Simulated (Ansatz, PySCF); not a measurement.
## Sm(OH)2 in two programs

Sm(OH)2 (singlet in the valence; each metal's 4f electrons, 6 of them, lie in its core potential, out of spins and levels), relaxed with PySCF 2.14.0, RKS BP86, Sm lcecp-0-SVP with ECP52, O def2-SVP, H def2-SVP; non-relativistic Hamiltonian with scalar-relativistic core potentials where named; density fitting; no spin-orbit coupling:

```xyz
5

Sm   -0.8738    0.0713   -0.0052
O     0.0787    0.1355    1.9593
H     0.7146    0.1365    2.6934
O     0.0787   -0.1484   -1.9584
H     0.7146   -0.2532   -2.6849
```

There the HOMO–LUMO gap is 3.44 eV. The 4f levels lie in the core potential and are missing.

The same geometry by Ansatz 0.2.0 (PBE, PAW with the 4f shell of lanthanides and the 5f shell of actinides in the valence, a periodic box with 9 Å of vacuum; gaps over both spins; site moments in spheres, but by Gaussian weights under spin-orbit coupling, so that the two can't be compared; unpaired electrons at the start: 6, along z under spin-orbit coupling; the open shells may stand above their lowest state):

| spin-orbit coupling | U on f (eV) | gap (eV) | spin moment on Sm1 (μB) | orbital moment of its f shell (μB) | largest force component (eV/Å) |
| --- | --- | --- | --- | --- | --- |
| without | 5 | 1.73 | 5.57 | – | 0.27 |

**Question.** What does the run without spin-orbit coupling and with U = 0 eV give?

**Answer.** gap (eV): 0.17, spin moment on Sm1 (μB): 5.43, largest force component (eV/Å): 0.71. It took 86 s on 2 threads of Arm Neoverse V2 (shared host), peak memory 1 GiB.

Semilocal functionals tend to give orbital moments well under those of Hund's rules.

Without U the plane-wave gap ends on 4f levels, which the Gaussian run lacks; U moves filled and empty 4f levels apart, though the lowest empty ones can remain 4f.

The spin-orbit runs use fully relativistic datasets of their own, so changes of a few hundredths of an eV needn't come from the coupling.

An lcecp potential fixes the number of 4f electrons, so in runs with it no electron can move into or out of that shell.
